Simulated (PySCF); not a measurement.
Coordinates in bohr (charge 1 multiplicity 3):
```
Pr    0.0000    0.0000   -0.0307
H     2.9413    0.0000    2.1437
H    -2.9413    0.0000    2.1437
```

Level of theory: PySCF, UPBE0, basis Pr def2-TZVP with ECP28, H def2-TZVP (scalar-relativistic core potentials, no spin–orbit coupling, density fitting).

This geometry of PrH₂⁺ is a stationary point at this level.

Question: What is the point group?

Answer: C2v.

Question: Is it a minimum?

Answer: Yes: all harmonic wavenumbers are real.

Question: List the harmonic modes with their infrared intensities.

Answer: 
```json
{"symmetry": "a1", "ω (cm⁻¹)": "492", "IR (km/mol)": "85.3", "type": "bend"}
{"symmetry": "b2", "ω (cm⁻¹)": "1565", "IR (km/mol)": "607", "type": "stretch"}
{"symmetry": "a1", "ω (cm⁻¹)": "1611", "IR (km/mol)": "195", "type": "stretch"}
```

Question: Give the ideal-gas entropy at 298.15 K and 1 bar by parts.

Answer: translation 170.7, rotation 61.8, vibration 2.9, spin 9.1; total 244.5 J/(mol K).

In C2v the vibrations span 2a1 + b2. Here b1 is antisymmetric to the molecular plane and b2 lies in it.

This need not be the most stable arrangement of these atoms. With open d or f shells other occupations or spin states may lie lower. The pruned grid is coarse for the open f shell: energies are uncertain by about 2 kJ/mol and soft modes are noisy. With an element this heavy the missing spin–orbit coupling can shift these numbers.
